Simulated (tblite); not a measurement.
Species: C₂H₂NO₃S (charge -1).
Geometry (GFN2-xTB, Å), atoms numbered from 1 in this order:
```
atom  x, y, z in Å
N1    -2.7141   -0.1958    1.5197
C2    -1.7501   -0.1754    0.8972
C3    -0.5326   -0.1405    0.1301
O4     0.4310    0.6436    0.7282
S5     1.9262    0.5860   -0.3642
O6     2.1991   -0.8612   -0.4223
O7     1.3864    1.0862   -1.6412
H8    -0.7676    0.2433   -0.8839
H9    -0.1648   -1.1804    0.0112
```

Computed with GFN2-xTB (tblite): harmonic, unscaled wavenumbers at the GFN2-xTB geometry, gas phase. The method is semi-empirical: single wavenumbers can be off by several per cent or more. One conformer, not necessarily the lowest. The optimisation stopped once no atom felt more than 0.01 eV/Å.

Lowest wavenumbers of the output (negative numbers stand for imaginary wavenumbers):
```
mode    cm-1
  1     -26.1
  2      94.4
  3     117.7
  4     187.7
  5     334.5
  6     360.1
  7     410.9
  8     470.2
  9     529.9
 10     616.4
 11     936.4
 12     961.5
 13    1065.8
 14    1114.6
 15    1125.9
```

Question: Is this structure a minimum?

Answer: Not by this Hessian. 1 mode is imaginary beyond 20i (26i cm⁻¹), so at this level the point lies at or near a first-order saddle. The curvature is small, so loose convergence or finite differences may be the whole cause.

Question: Which atoms move in the imaginary mode?

Answer: 26i: O4 (oxygen bonded to C and S) 23 %, N1 (nitrile nitrogen) 22 %, O7 (oxygen bonded to S) 20 %, O6 (oxygen bonded to S) 19 %. These are shares of the mass-weighted motion.

Question: What is the remedy?

Answer: Step along that mode in both directions, optimise again with tighter thresholds and repeat the frequencies. The zero-point energy of this point (28.8 kcal/mol) counts the 20 real modes alone, and thermal corrections from it aren't those of a minimum.
